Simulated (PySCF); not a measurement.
Molecule: SMILES [CH3][Al-]([CH3])([CH3])[P+](C)(C)C, C₆H₁₈AlP.

Cartesian coordinates in Å; atom numbers follow the order of the lines, from 1:
```xyz
26

C     1.8624    1.7480   -0.7782
Al    1.4239   -0.1157   -0.2407
C     1.9955   -0.6897    1.5770
C     1.4152   -1.5009   -1.6680
P    -1.0198    0.0946    0.1594
C    -1.8196   -1.4739    0.6488
C    -1.9973    0.6624   -1.2764
C    -1.4687    1.2601    1.4931
H     1.6214    2.4896    0.0037
H     1.3497    2.0635   -1.7039
H     2.9449    1.8489   -0.9750
H     1.5320   -1.6388    1.8993
H     3.0874   -0.8552    1.6046
H     1.7791    0.0657    2.3529
H     0.9775   -2.4593   -1.3380
H     0.8717   -1.1824   -2.5750
H     2.4471   -1.7276   -1.9915
H    -1.3464   -1.8433    1.5704
H    -2.9010   -1.3527    0.8152
H    -1.6513   -2.2204   -0.1413
H    -3.0699    0.7381   -1.0403
H    -1.8547   -0.0439   -2.1074
H    -1.6229    1.6453   -1.5980
H    -1.0877    2.2596    1.2366
H    -2.5573    1.3117    1.6481
H    -0.9802    0.9401    2.4251
```

Geometry PBE0-D3(BJ)/def2-SVP throughout; GIAO in PySCF 2.14, gas phase, one conformer, non-relativistic; equivalent atoms averaged; basis pcSseg-1.

For orientation, B97-D gives these absolute shieldings σ: C6/C7/C8 167.1, C1/C3/C4 192.8, Al2 406.8, P5 360.6, H18/H19/H20/H21/H22/H23/H24/H25/H26 30.31, H9/H10/H11/H12/H13/H14/H15/H16/H17 32.31 ppm.

A run gave: C6/C7/C8 160.7, C1/C3/C4 184.3, Al2 408.4, P5 331.9, H18/H19/H20/H21/H22/H23/H24/H25/H26 30.47, H9/H10/H11/H12/H13/H14/H15/H16/H17 32.48 ppm (absolute shieldings σ).

Problem. Which functional was used in that run?
A. PBE
B. CAM-B3LYP
C. BLYP
D. HF
E. WP04

Solution. E. C1/C3/C4 tells them apart best: WP04 gives 184.3, PBE gives 194.0, BLYP gives 189.3, HF gives 202.8, CAM-B3LYP gives 196.1 ppm.
